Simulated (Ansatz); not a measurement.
`[Cl][SnH3]` and `[Br][SnH3]` differ in one element.

Ansatz, PBE0-D4/def2-TZVP geometries, multiplicity 1. 

Elements past krypton have def2 core potentials. Scalar relativity is left out up to krypton.

```tsv
property	`[Cl][SnH3]`
HOMO–LUMO gap (ωB97M-V/def2-TZVPP) / eV	11.63
LUMO energy (ωB97M-V/def2-TZVPP) / eV	0.76
size of the dipole moment (B3LYP/def2-TZVPP) / D	2.45
HOMO energy (B3LYP/def2-TZVPP) / eV	-8.37
LUMO energy (PBE0/def2-TZVPP) / eV	-0.87
HOMO–LUMO gap (B3LYP/def2-TZVPP) / eV	7.23
```

Q: Give the same properties after the change, and the shifts. (Estimate.)

A: Ansatz gave: 
```json
{"property": "HOMO–LUMO gap (ωB97M-V/def2-TZVPP) / eV", "`[Br][SnH3]`": "10.96", "shift": "-0.67"}
{"property": "LUMO energy (ωB97M-V/def2-TZVPP) / eV", "`[Br][SnH3]`": "0.60", "shift": "-0.16"}
{"property": "size of the dipole moment (B3LYP/def2-TZVPP) / D", "`[Br][SnH3]`": "2.31", "shift": "-0.14"}
{"property": "HOMO energy (B3LYP/def2-TZVPP) / eV", "`[Br][SnH3]`": "-7.90", "shift": "0.47"}
{"property": "LUMO energy (PBE0/def2-TZVPP) / eV", "`[Br][SnH3]`": "-1.08", "shift": "-0.21"}
{"property": "HOMO–LUMO gap (B3LYP/def2-TZVPP) / eV", "`[Br][SnH3]`": "6.55", "shift": "-0.68"}
```

With PBE0 the HOMO rises by 0.47 eV and the LUMO falls by 0.21 eV, so the gap narrows by about 0.68 eV. PBE moves the HOMO by 0.37 eV and ωB97M-V by 0.50 eV. Dipoles are sizes alone; their direction can turn.

B3LYP here is the variant with VWN-RPA as its local correlation; programs differ in this.

Spin–orbit coupling is left out; it splits and shifts lone-pair levels of the heavy atoms by tenths of an eV.
